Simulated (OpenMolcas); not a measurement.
An atom or ion with 30 electrons was computed by SS-RASPT2, IPEA 0.25 Eh, imaginary shift 0.1 Eh with spin-orbit coupling (OpenMolcas, ANO-RCC-VTZP, DKH2). The lowest levels that the run gave, each within 12 % of the measured value where one is at hand:

```json
{"J": "0", "Parity": "even", "E (cm-1)": "0.0", "g": ""}
{"J": "0", "Parity": "odd", "E (cm-1)": "114994", "g": ""}
{"J": "1", "Parity": "odd", "E (cm-1)": "117526", "g": "1.499"}
{"J": "2", "Parity": "odd", "E (cm-1)": "123376", "g": "1.501"}
{"J": "1", "Parity": "odd", "E (cm-1)": "172765", "g": "1.002"}
{"J": "0", "Parity": "even", "E (cm-1)": "274260", "g": ""}
{"J": "2", "Parity": "even", "E (cm-1)": "277484", "g": "1.125"}
{"J": "1", "Parity": "even", "E (cm-1)": "278179", "g": "1.501"}
{"J": "2", "Parity": "even", "E (cm-1)": "285689", "g": "1.376"}
```

Q: Which ion is it, and what are the configurations and terms?

A: Kr⁶⁺ (Z = 36, charge +6; active space 2 electrons in 9 orbitals (RAS2 4s 4p; RAS3 4d, at most 2 electrons)). J, parity and g give the terms where levels are pure, and mixed ones are named by the computed weights; the size of the splittings, set against known spectra of the 30-electron sequence, gives the charge. In order, with the measured energies in cm-1 (Saloman, J. Phys. Chem. Ref. Data 36, 215 (2007)): 4s2 1S0, 4s 4p 3P* 0 (117390), 4s 4p 3P* 1 (120095), 4s 4p 3P* 2 (126553), 4s 4p 1P* 1 (170835), 4p2 3P0 (274932), 4p2 1D2 (279715), 4p2 3P1 (279414), 4p2 3P2 (288190).

Active for correlation alone: 4d; no level in the range computed is led by a configuration that fills it, so any true level of that kind is missing. Some terms mix strongly with configurations of 4d, whose occupation reaches 0.16 (4p2 1D). Measured partners are found by configuration, term and J. A level has none where our copy of the source lacks it or the pairing is in doubt (some pairs that miss far off the trend of their configuration count as doubtful), and it then counts in no deviation. Levels of configurations outside the active space are missing.

* marks odd parity.
